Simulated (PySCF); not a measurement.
C3H9NSi, SMILES C(/[SiH2]C)=N\C. The structure is a stationary point at r2SCAN-D4/def2-SVP. The structure was generated by enumeration; whether it is a known compound was not checked. One conformer was computed; it need not be the lowest.

Computed equilibrium geometry at r2SCAN-D4/def2-SVP (PySCF confirms it by a frequency run) as Cartesian coordinates in Å, and its point group (one conformer of several):
point group Cs.
```xyz
14

C      0.2749     2.6984     0.0000
N      0.3653     1.2601     0.0000
C     -0.7119     0.5743     0.0000
Si    -0.5974    -1.3158     0.0000
C      1.2012    -1.8282     0.0000
H      0.8074     3.0949     0.8812
H      0.8074     3.0949    -0.8812
H     -0.7656     3.0859     0.0000
H     -1.7081     1.0860     0.0000
H     -1.3267    -1.8344    -1.2024
H     -1.3267    -1.8344     1.2024
H      1.7084    -1.4184     0.8869
H      1.3171    -2.9230     0.0000
H      1.7084    -1.4184    -0.8869
```
